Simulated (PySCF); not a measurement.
PySCF input (CCSD(T)/cc-pVDZ):

```python
from pyscf import gto, scf, mp, cc as ccmod

mol = gto.M(
    atom='''
    Al   -0.00000000   -0.00000000   -1.15422869
    Cl    0.00000000    0.00000000    0.88264547
    ''',
    basis='cc-pvdz',
    charge=1,
    spin=1,
    symmetry='C2v',
    verbose=4,
)

mf = scf.UHF(mol)
mf.conv_tol = 1e-10
mf.max_cycle = 100
mf.kernel()
mp2 = mp.MP2(mf, frozen=10).run()
cc = ccmod.CCSD(mf, frozen=10)
cc.max_cycle = 100
cc.kernel()
et = cc.ccsd_t()
print(f'E(CCSD(T)) = {cc.e_tot + et:.9f}')
```

End of the output:

```
Extra cycle  E= -701.180060736323  delta_E= -1.48e-12  |g|= 4.38e-07  |ddm|= 1.58e-06
converged SCF energy = -701.180060736323  <S^2> = 0.75486051  2S+1 = 2.0048546

******** <class 'pyscf.mp.ump2.UMP2'> ********
nocc = (np.int64(5), np.int64(4)), nmo = (26, 26)
frozen orbitals 10
E(UMP2) = -701.336860285137  E_corr = -0.156799548814134
E(SCS-UMP2) = -701.331417828834  E_corr = -0.151357092511223
E_corr(same-spin) = -0.0424642685373902
E_corr(oppo-spin) = -0.114335280276744

******** <class 'pyscf.cc.uccsd.UCCSD'> ********
CC2 = 0
CCSD nocc = (np.int64(5), np.int64(4)), nmo = (26, 26)
frozen orbitals 10
max_cycle = 100
direct = 0
conv_tol = 1e-07
conv_tol_normt = 1e-06
diis_space = 6
diis_start_cycle = 0
diis_start_energy_diff = 1e+09
Init t2, MP2 energy = -0.156799537183177
Init E_corr(UCCSD) = -0.15679953718336
cycle = 1  E_corr(UCCSD) = -0.166811998329858  dE = -0.0100124611  norm(t1,t2) = 0.0564624
cycle = 2  E_corr(UCCSD) = -0.170125276283121  dE = -0.00331327795  norm(t1,t2) = 0.0211479
cycle = 3  E_corr(UCCSD) = -0.171089028769581  dE = -0.000963752486  norm(t1,t2) = 0.0139241
cycle = 4  E_corr(UCCSD) = -0.172019010995012  dE = -0.000929982225  norm(t1,t2) = 0.00624161
cycle = 5  E_corr(UCCSD) = -0.171882093047798  dE = 0.000136917947  norm(t1,t2) = 0.00196973
cycle = 6  E_corr(UCCSD) = -0.171906400950806  dE = -2.4307903e-05  norm(t1,t2) = 0.000626413
cycle = 7  E_corr(UCCSD) = -0.171920051520156  dE = -1.36505694e-05  norm(t1,t2) = 0.000280619
cycle = 8  E_corr(UCCSD) = -0.171919693006109  dE = 3.58514047e-07  norm(t1,t2) = 9.32383e-05
cycle = 9  E_corr(UCCSD) = -0.171917912673391  dE = 1.78033272e-06  norm(t1,t2) = 4.09658e-05
cycle = 10  E_corr(UCCSD) = -0.171917812702434  dE = 9.9970957e-08  norm(t1,t2) = 9.54718e-06
cycle = 11  E_corr(UCCSD) = -0.171917863265805  dE = -5.05633707e-08  norm(t1,t2) = 3.94132e-06
cycle = 12  E_corr(UCCSD) = -0.171917856580334  dE = 6.68547082e-09  norm(t1,t2) = 1.93644e-06
cycle = 13  E_corr(UCCSD) = -0.171917855991756  dE = 5.88578436e-10  norm(t1,t2) = 8.98863e-07
UCCSD converged
E(UCCSD) = -701.3519785923145  E_corr = -0.1719178559917557
UCCSD(T) correction = -0.00482350681313594
E(CCSD(T)) = -701.356802099
```
